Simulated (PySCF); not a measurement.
Working out the ionisation energy of Mn²⁺

Mn²⁺ [Ar] 3d5 (6S) → Mn³⁺ [Ar] 3d4 (5D). All numbers are calculated (PySCF 2.14, no relativity, point nucleus, in cc-pVTZ (7s6p4d2f1g, 68 functions)). Frozen: [Ar]. Energies in hartree (1 hartree = 27.21139 eV):

```csv
part,Mn²⁺ (lower),Mn³⁺ (upper)
UHF,-1149.109231,-1147.911616
MP2 opposite-spin,0.000000,0.000000
MP2 same-spin,-0.069113,-0.038642
```

Q: What does Hartree-Fock give?

A: (-1147.911616) − (-1149.109231) = 1.197615 hartree = 32.589 eV.

Q: What do MP2 and SCS-MP2 (6/5 opposite-spin, 1/3 same-spin) give?

A: The opposite-spin parts differ by 0.000 eV and the same-spin parts by 0.829 eV. MP2: 32.589 + (0.000) + (0.829) = 33.418 eV. SCS-MP2: 32.589 + 1.2 × (0.000) + (0.829)/3 = 32.865 eV.

Reference: 33.668 ± 0.012 eV (measured; NIST Atomic Spectra Database, ionization energies), between the lowest levels; spin-orbit coupling is absent from the calculation.

The calculation is non-relativistic.

What remains against the reference includes basis incompleteness, the frozen core and correlation beyond second order.
